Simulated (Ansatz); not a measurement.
**Which is lower?**

Two relaxed structures of HSeSO (charge +1), singlet (PBE0-D4/def2-TZVP; forces vanish, vibrations not checked).

A:

O1  (-0.542, 0.926, -0.152)
S2  (0.784, 0.012, -0.291)
Se3  (-1.208, -0.835, -0.238)
H4  (1.121, -0.134, 1.025)
(Å)

B:

```json
{"atom": "O1", "x (Å)": "0.6356", "y (Å)": "-0.0808", "z (Å)": "-0.2187"}
{"atom": "S2", "x (Å)": "-0.5855", "y (Å)": "1.1876", "z (Å)": "-0.2053"}
{"atom": "Se3", "x (Å)": "-1.0885", "y (Å)": "-0.9450", "z (Å)": "-0.2494"}
{"atom": "H4", "x (Å)": "1.0384", "y (Å)": "-0.1618", "z (Å)": "0.6734"}
```

Ansatz 0.2.0; basis: def2-TZVPP; cores frozen in the correlated methods. Filled d shells of the heavier atoms are correlated. The def2 sets are not built for correlating such inner shells, so the correlated values are less sure here. B3LYP uses VWN-RPA correlation.

**Question.** Which structure is lower at CCSD(T), and by how much? (An estimate is asked for; the value comes from the calculation.)

**Answer.** The calculation gives: A, by 22.2 kJ/mol (electronic energy, against the other). By their contacts, A is HSeSO ([O]1[SH][Se]1), total charge +1 and B is HSeSO ([OH]1[S][Se]1), total charge +1.

All methods give the same order:

```tsv
method	E(B) − E(A) (kJ/mol)
PBE-D4	35.1
r2SCAN-D4	40.5
PBE0-D4	30.4
B3LYP-D4	24.6
wB97M-V	18.4
HF	9.1
MP2	33.3
CCSD	18.3
CCSD(T)	22.2
```

T1 diagnostic: at most 0.016. The restricted Hartree–Fock reference is unstable towards an unrestricted one at one or more of these structures.

Labels in which every atom is bracketed show which atoms are joined, not bond orders.

For scale, one of the runs: CCSD(T)/def2-TZVPP, 135 basis functions, launched by `ansatz run in.yaml --threads 2 --pin off --events-out ev --progress --plain --max-ram 4352MiB`. The run took 24 s on 2 CPU threads of an Arm Neoverse V1 (shared host), with 0.72 GiB of host memory at its peak.
